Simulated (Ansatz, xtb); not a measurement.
## A geometry optimisation of AlFH2N2 with r2SCAN-D4/def2-SVP

The starting geometry of this gas-phase singlet has its atoms placed at random.

| atom | x (Å) | y (Å) | z (Å) |
| --- | --- | --- | --- |
| Al | -1.2246 | 0.0063 | 1.3785 |
| F | -1.6899 | 1.2163 | 0.3777 |
| N | 1.4862 | -0.8993 | -0.8243 |
| N | 0.2252 | -0.3357 | 0.1249 |
| H | -1.4922 | 1.3331 | -0.3383 |
| H | 0.5917 | -1.1326 | 1.6656 |

Problem. Guess where an optimisation with r2SCAN-D4/def2-SVP ends from this start.

Solution. It ends as a structure given below by its coordinates. Distances that change by over a tenth: Al1–F2 (1.64 → 2.24 Å), F2–H5 (0.75 → 0.94 Å). Contacts that close: Al1–H6 (2.16 → 1.63 Å), N3–N4 (1.68 → 1.12 Å).

The energy falls by 10.34 eV over 18 steps:

```
step  E − E(last) (eV)
   1            10.339
   3             2.589
   5             0.868
   7             0.204
   9             0.104
  10             0.044
  12             0.008
  14             0.003
  16             0.000
  18             0.000
```

Final geometry (Å):

```xyz
6

Al   -1.0530   -0.6817    1.0787
F    -1.0999    1.4611    0.4293
N     1.2973   -0.9610   -1.0932
N     0.6367   -0.6999   -0.2308
H    -1.8922    1.4166   -0.0695
H     0.0076   -0.3472    2.2694
```

From the same start GFN2-xTB ends elsewhere, in pieces: AlFN2 + H2.

From so rough a start the end depends on the optimiser's path, so another program may land elsewhere. The end wasn't checked by frequencies. Run with Ansatz 0.2.0, 82 s on 1 thread of AMD EPYC (Zen 3), on a shared host.
